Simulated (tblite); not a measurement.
silole (C₄H₆Si), singlet, geometry from GFN2-xTB; GFN1-xTB (tblite 0.6.0).

tblite was given this input:
```
$ tblite run mol.xyz --method gfn1 --charge 0 --spin 0 --spin-polarized --json tblite.json --no-restart

# file mol.xyz
11

C     -1.20638586     0.78574789    -0.41109095
C      0.02710569     1.29088450    -0.29376265
Si     1.21355663    -0.07286224     0.24738050
C     -0.23813991    -1.27821395     0.25074385
C     -1.35277056    -0.63209551    -0.11058672
H     -2.07420278     1.35899959    -0.70866783
H      0.24603893     2.32689193    -0.49207049
H      1.78955600     0.14895981     1.57457124
H      2.23200545    -0.39041535    -0.75478595
H     -0.23451069    -2.32758409     0.49442049
H     -2.32753594    -1.09471811    -0.18861565
```

The log (banner, timings and long lists left out):

```
xTB calculator
 | screened Coulomb repulsion
 | Coulomb electrostatics
 |  * isotropic Klopman-Ohno-Mataga-Nishimoto electrostatics
 |  * onsite third-order electrostatics
 | DFT-D3(BJ) dispersion correction
 | Interactions (1)
 | [1] spin polarization

halogen bonding energy    0.0000000000000E+00 Eh
repulsion energy          2.2462420485327E-01 Eh
dispersion energy        -4.1747643333230E-03 Eh
interaction energy        0.0000000000000E+00 Eh
number of electrons       2.6000000000000E+01 e
integral cutoff           2.8146159136829E+01 bohr

------------------------------------------------------------
  cycle        total energy    energy error   density error
------------------------------------------------------------
      1     -13.47024773705  -1.3690697E+01   4.2806850E-01
      2     -13.47992631581  -9.6785788E-03   2.5208228E-01
      3     -13.47753076462   2.3955512E-03   3.0498971E-02
      4     -13.48035384679  -2.8230822E-03   6.7720861E-03
      5     -13.48060059751  -2.4675072E-04   1.0707874E-03
      6     -13.48060345302  -2.8555123E-06   1.1038383E-04
      7     -13.48060348058  -2.7560503E-08   2.9133097E-05
      8     -13.48060348325  -2.6744456E-09   1.0094674E-05
------------------------------------------------------------

electronic energy        -1.3701052923773E+01 Eh
total energy             -1.3480603483253E+01 Eh

Post processing:
 | Mayer-Wiberg bond orders

[Info] JSON dump of results written to 'tblite.json'
```
